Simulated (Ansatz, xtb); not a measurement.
Molecule: GaBr2, net charge 1, singlet state. 
Coordinates optimised at B3LYP-D3(BJ)/def2-TZVP (Ansatz, an electronic-structure program):
```xyz
3

Ga     0.0000     0.0000     0.0000
Br     0.0000     0.0000    -2.1837
Br     0.0000     0.0000     2.1837
```
Charge +1, spin multiplicity 1.

Harmonic wavenumbers from GFN2-xTB (xtb, at its own minimum), cm⁻¹: 67, 67, 182, 347.

Q: Give the harmonic wavenumbers at B3LYP-D3(BJ)/def2-TZVP (Ansatz, finite differences of forces, unscaled).

A: 83, 83, 245, 455 cm⁻¹. Zero-point energy 1.2 kcal/mol.

Q: From these and the geometry, give the ideal-gas thermochemistry at 298.15 K and 1 atm (rigid rotor, harmonic oscillator).

A: Point group D∞h, rotational symmetry number 2. Rotational constants 0.6632, 0.6632 GHz. S(trans) 42.19, S(rot) 18.78, S(vib) 10.17, S(elec, spin only) 0.00, S 71.2 cal/(mol K). H(298) - H(0) 3.51 kcal/mol; G - E(el) -16.5 kcal/mol.
